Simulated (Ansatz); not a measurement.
Redistribution: C2H4Cl2 + CHBr2I → C2H4ClI + CHBr2Cl

Species: C2H4Cl2 (1,1-dichloroethane) `CC(Cl)Cl`, singlet; CHBr2I `BrC(Br)I`, singlet; C2H4ClI `CC(Cl)I`, singlet; CHBr2Cl (chlorodibromomethane) `ClC(Br)Br`, singlet. The partners trade Cl for I; both sit on C, so the bond types are kept.

Shapes, held fixed at every level: PBE0-D4/def2-TZVP. Programs: Ansatz 0.2.0. The zero-point and thermal change to 298 K, harmonic and unscaled (PBE0-D4/def2-TZVP), is -0.1 kJ/mol.

```json
{"level": "SPW92/def2-TZVPP", "kind": "LDA", "ΔH(298 K) (kJ/mol)": "+0.7", "less CCSD(T)/def2-TZVPP": "-2.8"}
{"level": "wB97M-V/def2-TZVPP", "kind": "range-separated hybrid", "ΔH(298 K) (kJ/mol)": "+3.6", "less CCSD(T)/def2-TZVPP": "+0.1"}
{"level": "wB97X-V/def2-TZVPP", "kind": "range-separated hybrid", "ΔH(298 K) (kJ/mol)": "+3.9", "less CCSD(T)/def2-TZVPP": "+0.4"}
{"level": "MP2/def2-SVP", "kind": "perturbation theory", "ΔH(298 K) (kJ/mol)": "+4.6", "less CCSD(T)/def2-TZVPP": "+1.1"}
{"level": "MP2/def2-TZVPP", "kind": "perturbation theory", "ΔH(298 K) (kJ/mol)": "+4.2", "less CCSD(T)/def2-TZVPP": "+0.7"}
{"level": "CCSD/def2-SVP", "kind": "coupled cluster or CI", "ΔH(298 K) (kJ/mol)": "+4.2", "less CCSD(T)/def2-TZVPP": "+0.7"}
{"level": "CCSD/def2-TZVPP", "kind": "coupled cluster or CI", "ΔH(298 K) (kJ/mol)": "+3.9", "less CCSD(T)/def2-TZVPP": "+0.4"}
{"level": "CCSD(T)/def2-TZVPP", "kind": "coupled cluster or CI", "ΔH(298 K) (kJ/mol)": "+3.5", "less CCSD(T)/def2-TZVPP": "0.0"}
```

The highest level, CCSD(T)/def2-TZVPP, gives ΔH(298 K) = +3.5 kJ/mol; the levels span +0.7 to +4.6. That is about zero within the method's error. The column of differences is taken from that level and isn't an error. No measured value is set beside it here. For atoms past krypton def2 sets carry core potentials with scalar relativity. Relativity is left out for Br unless named. Correlated rows may include outer-core shells of Br, I, which these sets cover unevenly.
